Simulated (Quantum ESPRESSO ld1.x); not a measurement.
All-electron atom: Cd+ in [Kr] 4d8 5s1 6s2 (not the ground configuration).

Method: scalar-relativistic Kohn-Sham, LDA (Slater exchange, VWN5 correlation), spin-polarised, spherical densities, point nucleus; open shells are filled with parallel spins first; computed with ld1.x of Quantum ESPRESSO 7.5.

Energy parts (Ry):
total: -11175.0818
kinetic: 11625.9404
electron-nucleus: -26932.3485
Hartree: 4427.5066
exchange-correlation: -296.1803

Orbitals (lengths in bohr, moments of r in powers of bohr; r(90%) holds 90 % of the orbital's charge):
orbital  occ.  eigenvalue (Ry)   <1/r>  r(90%)
1s up       1         -1949.49   50.59  0.0546
1s down     1         -1949.48   50.59  0.0546
2s up       1         -291.455   11.51   0.204
2s down     1         -291.420   11.51   0.204
2p up       3         -261.918   11.11   0.187
2p down     3         -261.889   11.11   0.187
3s up       1         -56.1240   4.056   0.528
3s down     1         -56.0976   4.057   0.528
3p up       3         -46.4370   3.866   0.538
3p down     3         -46.4087   3.867   0.538
3d up       5         -31.2361   3.642   0.529
3d down     5         -31.2001   3.642   0.529
4s up       1         -9.99835   1.589    1.26
4s down     1         -9.87245   1.591    1.26
4p up       3         -7.11055   1.440    1.39
4p down     3         -6.98163   1.441    1.39
4d up       5         -2.92327   1.134    1.81
4d down     3         -2.79012   1.135    1.81
5s up       1         -1.78628  0.5788    3.24
5s down     0         -1.66859  0.5709    3.31
5p up       0         -1.18020  0.4825    3.92
5p down     0         -1.08334  0.4668    4.08
6s up       1         -0.52201  0.2467    7.29
6s down     1         -0.50634  0.2417    7.44
5d up       0         -0.48581  0.3025    6.26
5d down     0         -0.45103  0.2805    6.61
7s up       0         -0.18203  0.1330    13.8
7s down     0         -0.17714  0.1306    14.1

The highest occupied level is 6s down at -6.889 eV. The configuration is held as typed, so some empty levels lie below it. Spin moment in Bohr magnetons: 3. The density falls to 0.001 e/bohr^3 at r = 5.92 bohr.
